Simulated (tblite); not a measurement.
Run record: tight-binding relaxation, `CC(=S)[S][Ge@H]([CH3])[CH2][SiH3]`.

Computed with GFN2-xTB geometry optimisation, gas phase (tblite 0.8.0). Start geometry: from a force field or distance geometry. The command runs a driver script over a list of jobs; the input below is this job's line of settings and its coordinates in Å.

Command:
```bash
OMP_NUM_THREADS=1 python probes_run.py task.json out
```

Input:
```
{"job": {"kind": "relax", "xc": "GFN2-xTB", "basis": "xTB"}, "charge": 0, "multiplicity": 1}
C      2.844200    -0.329500     0.274600
C      2.302900     0.567400    -0.820100
S      2.942600     0.569700    -2.100600
S      0.973600     1.721800    -0.475200
Ge    -0.612700     0.267300    -1.053800
C     -2.315100     1.203700    -1.209400
C     -0.758300    -1.170100     0.235600
Si    -1.106400    -0.474800     1.941700
H      2.263900    -0.178900     1.212700
H      2.740000    -1.393000    -0.021600
H      3.899300    -0.094300     0.478300
H     -0.263600    -0.340700    -2.441500
H     -3.116100     0.479400    -1.444400
H     -2.237600     1.968100    -2.010200
H     -2.547600     1.709200    -0.240900
H      0.187100    -1.744400     0.278200
H     -1.583800    -1.847700    -0.055200
H     -0.044200     0.444400     2.328600
H     -1.178900    -1.579200     2.913200
H     -2.394500     0.232300     1.928700
```

Output:
```
step      E/eV     max force
  0    -674.08226   13.646
  1    -674.69184    5.703
  2    -675.07789    3.333
  3    -675.19169    2.809
  4    -675.26269    0.613
  5    -675.27635    0.310
  6    -675.30230    0.371
  7    -675.30782    0.197
  8    -675.31337    0.208
  9    -675.31771    0.229
... (165 lines left out)
175    -675.76925    0.015
176    -675.76932    0.018
177    -675.76937    0.020
178    -675.76941    0.016
179    -675.76946    0.017
180    -675.76951    0.017
181    -675.76955    0.017
182    -675.76957    0.016
183    -675.76959    0.010
184    -675.76960    0.009
```

«max force» is the largest atomic force in eV/Å.

Q: From which step on does the largest force stay under 0.1 eV/Å, and how much energy is left to gain from there?

A: From step 97 (0.085 eV/Å), 32.3 meV above the end.

In short: energy lowered by 38.9 kcal/mol over 184 steps; largest atomic force 0.009 eV/Å at the end.

Q: Where do the atoms end?

A: 1.067 Å rms from the input after alignment:
```
atom  x, y, z in Å
C1     3.6406    0.4967    0.0789
C2     2.2975    0.0430   -0.3782
S3     2.0443   -1.4660   -0.9498
S4     1.0459    1.2295   -0.2363
Ge5   -0.7414    0.0905   -1.0677
C6    -2.1147    1.5142   -1.1706
C7    -1.2911   -1.4165    0.1062
Si8   -1.5847   -0.9209    1.9180
H9     3.6269    0.6553    1.1580
H10    4.3913   -0.2522   -0.1612
H11    3.9016    1.4461   -0.3879
H12   -0.3352   -0.3462   -2.4705
H13   -3.0464    1.1116   -1.5566
H14   -1.7934    2.3197   -1.8253
H15   -2.3042    1.9319   -0.1857
H16   -0.5411   -2.2018    0.0487
H17   -2.2081   -1.8176   -0.3220
H18   -0.3724   -0.3217    2.4815
H19   -1.9370   -2.1330    2.6594
H20   -2.6838    0.0481    1.9799
```

On one thread, Arm Neoverse N1 (aarch64), on a shared host, this took 3.8 s of wall time.
Labels such as C1 count atoms from 1, the log's own numbers from 0.
